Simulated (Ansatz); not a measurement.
Reactions of C3H8Si2, SMILES `C=C=C[SiH2][SiH3]`.

Calculated with Ansatz (gas phase, PBE0-D4/def2-TZVP geometries, no zero-point term in ΔE). CCSD(T)/CBS is the MP2 limit (def2-TZVPP, def2-QZVPP) plus CCSD(T) − MP2 in def2-TZVPP, frozen cores. This one scheme is used for every species, atoms too. Functionals use def2-TZVPP. No spin–orbit coupling; open shells (•) take unrestricted orbitals. Spin–orbit coupling would lower the free atoms: a little for C, Si. Bonds to Se are less sure, by a few kJ/mol each and by 10 to 20 or more in all where they break to atoms, as the def2 sets lack core-valence functions. Scalar relativity is left out up to krypton. Each species was taken in one conformer, which may not be the lowest.

| reaction | PBE-D4 (kJ/mol) | CCSD/CBS(def2) (kJ/mol) |
| --- | --- | --- |
| `C=C=C[SiH2][SiH3]` + `O[SiH2]S` → `O[SiH2]S[SiH2][SiH3]` + `C=C=C` | -50 | -49 |
| `C=C=C[SiH2][SiH3]` → `C=C=C[SiH3]` + `[SiH2]` | 253 | 232 |
| `C=C=C[SiH2][SiH3]` + `[OH][AlH][CH2]F` → `F[CH2][AlH][O][SiH3]` + `C=C=C[SiH3]` | -78 | -109 |
| `C=C=C[SiH2][SiH3]` → `C#CC([SiH3])[SiH3]` | 40 | 6 |
| `C=C=C[SiH2][SiH3]` + `CBO` → `CBO[SiH2][SiH3]` + `C=C=C` | -47 | -63 |
| `C=C=C[SiH2][SiH3]` → 3 C• + 8 H• + 2 Si• | 4787 | 4649 |
| `C=C=C[SiH2][SiH3]` + CH₃NH₂ → `CN[SiH2][SiH3]` + `C=C=C` | -22 | -29 |
| `C=C=C[SiH2][SiH3]` + H₂Se → `C=C=C[SeH]` + `[SiH3][SiH3]` | 50 | 56 |
| `C=C=C[SiH2][SiH3]` → `C=C1C[SiH]1[SiH3]` | 21 | 30 |
| `C=C=C[SiH2][SiH3]` + `O=C(O)O[SiH3]` → `O=C(O)O[SiH2][SiH3]` + `C=C=C[SiH3]` | 1 | 2 |

**Question.** Give the CCSD(T)/CBS values in the same order. (Estimate.)

**Answer.** The calculation gave: -50, 237, -105, 7, -60, 4713, -27, 55, 27, 2 kJ/mol.

Largest T1 diagnostic: 0.015, for `O=C(O)O[SiH2][SiH3]`.
